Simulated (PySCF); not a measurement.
**Structure elucidation problem**

An unknown has the formula C4H6F2O2Si. Its calculated NMR data are:

¹H NMR (500 MHz, computed): δ 5.77 (m, 1H), 5.19 (m, 1H), 4.83 (m, 1H), 3.92 (s, 3H).

¹³C{¹H} NMR (computed): δ 172.0 (C), 93.3 (CH), 81.7 (CH), 55.8 (CH3).

- coordinates at the GFN2-xTB level
- GIAO PBE0/pcSseg-1 shieldings
- program: PySCF
- non-relativistic, fast rotation and ring inversion assumed for equivalent nuclei, one conformer, no solvent model

Shifts are taken against calculated references (same method and geometry level): ¹H (σref 31.72), ¹³C (σref 186.93) vs TMS.

Task: Propose a structure and justify it.

Result: 
- The formula gives 2 degrees of unsaturation (1 ring in the answer).
- 4 carbon signals for 4 carbons: no two carbons are equivalent.
- Carbon types of the structure: 1 × C, 2 × CH, 1 × CH3, leaving 1 H on heteroatoms.
- δC 172.0: alkene carbon bearing oxygen; an sp2 carbon further deshielded by the attached heteroatom.
- δC 93.3: allylic sp3 CH bonded to F and Si; deshielded by the electronegative neighbour.
- δC 81.7: β carbon of an enol-ether or enamine type C=C; the O or N lone pair pushes π density onto this β carbon and shields it.
- δC 55.8: methyl carbon bonded to O; pulled downfield by the heteroatom.
- δH 5.77: hydrogen on an allylic sp3 CH bonded to F and Si; its carbon carries F, an electronegative neighbour.
- δH 4.83: hydrogen on a β carbon of an enol-ether or enamine type C=C; lone-pair donation from O or N shields it, upfield of ordinary alkene protons.
- δH 3.92: hydrogen on a methyl carbon bonded to O; its carbon carries O, an electronegative neighbour.

These data were computed for SMILES C1(OC)=C[C@@H](F)[Si@H](F)O1.

The data come from this structure; uniqueness wasn't tested.

Splittings by ¹⁹F in the carbon and heteronuclear signals aren't shown, as no couplings were computed. Shifts are as computed. Against solution values, carbons near 30 ppm lie about +3 ppm off and those near 130 ppm about +5 ppm. Of 1309 compounds with measured shifts, 239 miss one by over three times the rms of a fit or turn the order of signals round; such compounds aren't used in these exercises. No couplings were computed; multiplicities are counted from neighbouring protons, with m where these are inequivalent, close in shift, in a saturated or five-membered ring or joined by F or P, and br s for small geminal =CH2 splittings.
